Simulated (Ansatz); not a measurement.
Si7, relaxed as a singlet with RKS r2SCAN-D4/def2-SVP in Ansatz, starting from the GFN1-xTB geometry. Force threshold 0.02 eV/Å.

The restricted singlet is unstable towards broken spin symmetry in Hartree–Fock (as tested in another run); at r2SCAN-D4/def2-SVP this wasn't settled. Another isomer (singlet) lies 2.86 eV lower at PBE0-D4/def2-TZVP; other spin states weren't run for this one.

Start:

| atom | x (Å) | y (Å) | z (Å) |
| --- | --- | --- | --- |
| Si1 | -0.2205 | 0.2216 | 0.9323 |
| Si2 | 0.4476 | 0.0693 | -1.7224 |
| Si3 | -0.0541 | 2.0872 | -2.6686 |
| Si4 | -1.1571 | 1.7147 | -0.6306 |
| Si5 | 0.7188 | -1.9712 | 1.5692 |
| Si6 | 0.4358 | -0.2653 | 3.1210 |
| Si7 | -0.1706 | -1.8562 | -0.6009 |

Q: Estimate the energy that the relaxation releases and the steps that it takes.

A: 0.30 eV, in 7 steps; 9.5 s on 4 threads of Intel Xeon 6975P-C on a shared host. No frequencies were taken in this run, so the end may be a saddle point.

Q: Does the start keep its bonding?

A: By distances, no bond broke or formed. The bond that changes most is Si1–Si5, from 2.47 to 2.34 Å (atoms count from 1).

Q: Predict the relaxed structure.

A: 
```xyz
7

Si   -0.341    0.155    0.904
Si    0.603    0.042   -1.556
Si    0.185    2.103   -2.340
Si   -1.389    1.426   -0.754
Si    0.771   -1.829    1.443
Si    0.650   -0.090    2.945
Si   -0.478   -1.806   -0.642
```
Bond lengths: 11 × Si–Si 2.24 to 2.64 Å.
